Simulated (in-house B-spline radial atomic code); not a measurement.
## PBE0 excitations of Ge III (Ge2+)

Method: PBE0. Computed with a B-spline radial code for spherical atoms: linear response of the closed shell [Ar] 3d10 4s2 with the functional's adiabatic kernel; scalar-relativistic (spin-free one-electron X2C), finite nucleus, no spin-orbit coupling, no double excitations, S, P, D and F terms only; shells from n = 2 respond. Only terms of natural parity with L up to 3 were computed.

Command:
```bash
python run_td.py task.json out
```
Settings (radii: box in bohr, nucleus in fm):
```
Z                        32
electrons                30
configuration            [Ar] 3d10 4s2
hamiltonian              x2c
method                   pbe0
box_radius               29.48
rms_radius               4.0742
intervals                73
```

Run time, properties included: 2.2 s on 1 thread of Arm Neoverse N1, on a shared host.

The lowest states, in the order of their Tamm-Dancoff energies; the method's threshold (minus the highest occupied level) is 30.27 eV. Labels give the largest channel, * marks a mixed state, and oscillator strengths are full-response dipole values. Semilocal kernels can invert the small singlet-triplet splittings of Rydberg terms. Energies in eV:

```csv
state,full response,Tamm-Dancoff,oscillator strength
4s → 4p 3P,?,?,-
4s → 4p 1P,11.356,11.802,1.66
4s → 5s 3S,19.150,19.156,-
4s → 4d 3D,19.499,19.522,-
4s → 5s 1S,?,?,-
4s → 4d 1D,20.144,20.154,-
4s → 5p 3P,21.786,21.796,-
4s → 5p 1P,22.143,22.189,0.00204
4s → 6s 3S,24.863,24.865,-
4s → 6s 1S,25.024,25.030,-
4s → 5d 3D,25.173,25.177,-
4s → 4f 3F,25.231,25.234,-
4s → 4f 1F,25.270,25.271,-
4s → 5d 1D,25.331,25.334,-
4s → 6p 3P,25.803,25.806,-
4s → 6p 1P,25.898,25.910,0.00434
```

**Question.** Where does 4s → 4p 3P lie?

**Answer.** At 7.594 eV in full response, 7.789 eV in Tamm-Dancoff.

**Question.** Where does 4s → 5s 1S lie?

**Answer.** At 19.810 eV in full response, 19.835 eV in Tamm-Dancoff.

**Question.** How large is the singlet-triplet splitting of 4s → 4p (P terms) in Tamm-Dancoff?

**Answer.** 4.01 eV, from the unrounded values.

**Question.** What polarisabilities and dispersion coefficient does the method give?

**Answer.** Dipole 10.66 bohr³, quadrupole 30.68 bohr⁵, C6 41.94 hartree·bohr⁶ for two such species.
